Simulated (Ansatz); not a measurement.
```xyz
19

Co    0.0000    0.0000    0.0000
O     0.0000    0.0000    2.0900
H    -0.1490    0.7452    2.6800
H     0.1490   -0.7452    2.6800
O     0.0000    0.0000   -2.0900
H     0.1490   -0.7452   -2.6800
H    -0.1490    0.7452   -2.6800
O     2.0900    0.0000    0.0000
H     2.6800   -0.7452    0.1490
H     2.6800    0.7452   -0.1490
O    -2.0900    0.0000    0.0000
H    -2.6800    0.7452   -0.1490
H    -2.6800   -0.7452    0.1490
O     0.0000    2.0900    0.0000
H     0.7259    2.6800   -0.2250
H    -0.7259    2.6800    0.2250
O     0.0000   -2.0900    0.0000
H    -0.7259   -2.6800    0.2250
H     0.7259   -2.6800   -0.2250
```

Basis set: def2-TZVP on H, O; pcseg-2 on Co. Charge 2. Computed with Ansatz (development build ahead of 0.2.0); the lowest solution found for each multiplicity.

Question: How do the multiplicities compare at this shape? Give, from the lowest of each method, PBE0 (unrestricted) for 2, 4; PBE0 (restricted) for 2, 4.

Answer:

```
            method  multiplicity  E (eV)  <S²>
PBE0, unrestricted             2   1.023  1.57
PBE0, unrestricted             4   0.000  3.75
  PBE0, restricted             2   1.457  0.75
  PBE0, restricted             4   0.000  3.75
```

Caution: other spin multiplicities may lie lower. Caution for PBE0, unrestricted: the unrestricted determinant is a mixture of spin states.
